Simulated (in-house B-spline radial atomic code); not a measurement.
Configurations of Pr IV (Pr3+), with energies counted from [Xe] 4f2. Method: scalar-relativistic (X2C) BP86, spin-polarised, spherical fractional occupations, Fermi nucleus of rms radius 4.8919 fm. Calculated with an all-electron radial atomic-structure program (B-spline basis). Shells without spins written out take the highest spin.

Occupations are held fixed; configurations that lie above the ionisation limit could autoionise.

| configuration | E - E(ref) (eV) | highest orbital | its <r> (bohr) |
| --- | --- | --- | --- |
| [Xe] 4f(1 up, 1 down) | 0.6945 | 4f up | 1.012 |
| [Xe] 4f1 5d1 | 8.6176 | 5d up | 2.19 |
| [Kr] 4d10 4f3 5s2 5p5 | 16.817 | 4f up | 1.068 |
| [Xe] 4f1 6p1 | 17.771 | 6p up | 3.684 |
| [Kr] 4d10 4f2 5s2 5p5 5d1 | 22.167 | 5d up | 2.224 |
| [Xe] 4f1 5f1 | 25.217 | 5f up | 4.138 |
| [Kr] 4d(5 up, 4 down) 4f(2 up, 0 down) 5s2 5p6 5d(1 up, 0 down) | 119.1 | 5d up | 2.171 |

(1) Order these further configurations by energy, lowest first.
A. [Kr] 4d(4 up, 5 down) 4f(1 up, 1 down) 5s2 5p6 6f(1 up, 0 down)
B. [Kr] 4d9 4f2 5s2 5p6 6d1
C. [Kr] 4d10 4f(2 up, 0 down) 5s2 5p(2 up, 3 down) 6f(1 up, 0 down)
D. [Kr] 4d9 4f2 5s2 5p6 6f1
E. [Kr] 4d10 4f2 5s2 5p5 6d1

(2) How far above the reference does [Kr] 4d10 4f(2 up, 0 down) 5s2 5p(2 up, 3 down) 5d(0 up, 1 down) lie?

(3) How far above the reference does [Kr] 4d9 4f2 5s2 5p6 6s1 lie?

Results:

(1) E (37.483 eV), C (44.063 eV), B (134.88 eV), D (140.69 eV), A (142.39 eV).

(2) 23.249 eV; its least bound orbital is 5d down with <r> = 2.244 bohr.

(3) 123.35 eV; its least bound orbital is 6s up with <r> = 3.171 bohr.
